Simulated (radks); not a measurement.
Results of a calculation; reference values are marked as such.
Orbital eigenvalues (eV) of neutral terbium, [Xe] 4f9 6s2, at several levels of relativity; Dirac values are averaged over j with weights 2j + 1. Spin-unpolarised spherical Kohn-Sham, PBEsol, point nucleus unless stated (finite: rms radius 5.06 fm), a radial shooting solver on a logarithmic mesh with Libxc functionals. A level marked "c x" has the speed of light scaled by that factor and shares open shells by 2j + 1; other Dirac levels either fill j = l - 1/2 first or share by 2j + 1.

shell	non-rel.	scalar-rel., finite nucleus	Dirac, 2j+1 shares, finite nucleus	Dirac, c x 3	change of magnitude, last against first (%)
2s	-7761.3	-8592.5	-8578.7	-7841.8	+1.04
2p	-7391.0	-7637.0	-7656.5	-7417.7	+0.36
3s	-1711.0	-1905.6	-1902.5	-1729.9	+1.10
3p	-1545.4	-1610.8	-1614.8	-1552.5	+0.46
3d	-1236.5	-1226.4	-1224.1	-1235.2	-0.10
4s	-330.34	-377.13	-376.52	-334.84	+1.36
4p	-265.20	-280.06	-281.14	-266.78	+0.60
4d	-148.80	-146.81	-146.54	-148.55	-0.17
5s	-41.115	-47.513	-47.431	-41.698	+1.42
5p	-24.053	-24.857	-25.033	-24.131	+0.32
4f	-6.7988	-3.0755	-3.0635	-6.3629	-6.41
6s	-3.4753	-3.7230	-3.7237	-3.4965	+0.61
